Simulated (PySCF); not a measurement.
SMILES C([O-])=O (CHO₂ (anion, charge -1)) (PBE0/def2-SVP optimised geometry):

```
4

O     -1.031     0.998     0.000
C     -0.211     0.066     0.000
O      1.031     0.066     0.000
H     -0.692    -0.998     0.000
```

Computed with PBE0/def2-TZVPD in PySCF.

Task: What are the frontier orbital energies?

Result: HOMO-2 -1.76 eV, HOMO-1 -1.46 eV, HOMO -1.14 eV, LUMO 4.68 eV, LUMO+1 5.40 eV.

On the same geometry PBE/def2-TZVPD run with PySCF gives HOMO-2 -0.46 eV, HOMO-1 0.12 eV, HOMO 0.30 eV, LUMO 4.23 eV, LUMO+1 4.92 eV.

Meta-Löwdin charges at PBE0/def2-TZVPD: O1 -0.66, C2 0.40, O3 -0.66, H4 -0.07.
